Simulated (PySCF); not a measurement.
**Exercise with solution: entropy of an ideal gas**

Al(F)(H)(NHMe) (CH₅AlFN), SMILES [F][AlH][NH]C.

Coordinates come from a r2SCAN-D4/def2-SVP optimisation. Other conformers were not sampled.

PySCF with r2SCAN-D4/def2-SVP gives the harmonic wavenumbers 127, 145, 186, 300, 484, 572, 663, 722, 878, 1072, 1136, 1154, 1382, 1447, 1465, 1499, 1994, 2984, 3050, 3104, 3574 cm⁻¹ and the rotational temperatures 1.1417, 0.1312, 0.1196 K. The molar mass is 77.04 g/mol, the symmetry number 1, the spin multiplicity 1.

Work out the entropy at 298.15 K and 1 atm in the rigid-rotor, harmonic-oscillator model.


Translation (Sackur–Tetrode at 1 atm): S = R[1.5 ln M + 2.5 ln T − 1.16487] = 162.9 J/(mol K).
Rotation: q = (√π/σ) T^1.5/√(θA θB θC) = 68200, S = R[ln q + 3/2] = 105.0 J/(mol K).
Vibration: with u = 1.4388 ν/T, each mode gives R[u/(e^u − 1) − ln(1 − e^−u)]:
```csv
ν (cm⁻¹),modes,u,S (J/(mol K))
127,1,0.61,12.51
145,1,0.70,11.45
186,1,0.90,9.49
300,1,1.45,5.93
484,1,2.34,2.93
572,1,2.76,2.09
663,1,3.20,1.48
722,1,3.48,1.18
878,1,4.24,0.64
1072,1,5.17,0.29
1136,1,5.48,0.23
1154,1,5.57,0.21
1382,1,6.67,0.08
1447,1,6.98,0.06
1465,1,7.07,0.06
1499,1,7.23,0.05
1994,1,9.62,0.01
```
The stiffer modes add less than 0.005 each. Sum 48.7 J/(mol K).
Spin: R ln 1 = 0.0 J/(mol K).
Total 316.6 J/(mol K); the program's own thermochemistry gives 316.6. Translation makes up 51 % and vibration 15 %. Anharmonicity, hindered rotation and orbital degeneracy are left out.
